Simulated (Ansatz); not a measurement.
`[SH][Ga]([Br])[Br]` and `[SH][In]([Br])[Br]` differ in one element.

Ansatz, PBE0-D4/def2-TZVP geometries, multiplicity 1. Each molecule was computed in one conformer, which needn't be the lowest.

Elements past krypton have def2 core potentials. Scalar relativity is left out up to krypton. Spin–orbit coupling is left out; it splits and shifts lone-pair levels of the heavy atoms by tenths of an eV.

| property | `[SH][Ga]([Br])[Br]` |
| --- | --- |
| LUMO energy (ωB97M-V/def2-TZVPP) / eV | 0.09 |
| size of the dipole moment (ωB97M-V/def2-TZVPP) / D | 1.18 |
| HOMO energy (B3LYP/def2-TZVPP) / eV | -7.99 |
| HOMO–LUMO gap (PBE/def2-TZVPP) / eV | 4.35 |
| size of the dipole moment (PBE/def2-TZVPP) / D | 1.17 |
| zero-point energy (PBE0-D4/def2-TZVP) / kJ/mol | 30.1 |

Task: What does the change do to each property? (An estimate is asked.)

Result: Ansatz gave: 
```tsv
property	`[SH][In]([Br])[Br]`	shift
LUMO energy (ωB97M-V/def2-TZVPP) / eV	-0.68	-0.77
size of the dipole moment (ωB97M-V/def2-TZVPP) / D	1.33	0.15
HOMO energy (B3LYP/def2-TZVPP) / eV	-7.92	0.07
HOMO–LUMO gap (PBE/def2-TZVPP) / eV	3.57	-0.78
size of the dipole moment (PBE/def2-TZVPP) / D	1.32	0.15
zero-point energy (PBE0-D4/def2-TZVP) / kJ/mol	28.4	-1.7
```

With PBE0 the HOMO rises by 0.07 eV and the LUMO falls by 0.77 eV, so the gap narrows by about 0.84 eV. PBE moves the HOMO by 0.07 eV and ωB97M-V by 0.07 eV. Dipoles are sizes alone; their direction can turn.

Positive LUMOs are unbound, so they and the gaps depend on the basis.

B3LYP here is the variant with VWN-RPA as its local correlation; programs differ in this.
